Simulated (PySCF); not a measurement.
C₄H₅FSi, SMILES C#C/C=C\[SiH2]F.

The structure is a stationary point at ωB97X-D3(BJ)/def2-SVP. The structure was generated by enumeration; whether it is a known compound was not checked. Other conformers were not sampled.

Level of theory: PySCF with B3LYP/def2-TZVP.

The molecule is in vacuum.

```json
{
 "total_energy": "-544.87986 hartree",
 "point_group": "Cs",
 "highest_occupied_level": "-7.32 eV",
 "lowest_empty_level": "-1.82 eV",
 "orbital_gap": "5.50 eV",
 "dipole_moment": "1.83 D",
 "quadrupole, principal values (traceless, Buckingham form, about the centre of nuclear charge)": "-6.17, -3.38, 9.55 D·Å",
 "mean_static_polarisability": "70.5 bohr³ (10.44 Å³)",
 "polarisability_principal_values": "48.3, 67.9, 95.2 bohr³"
}
```
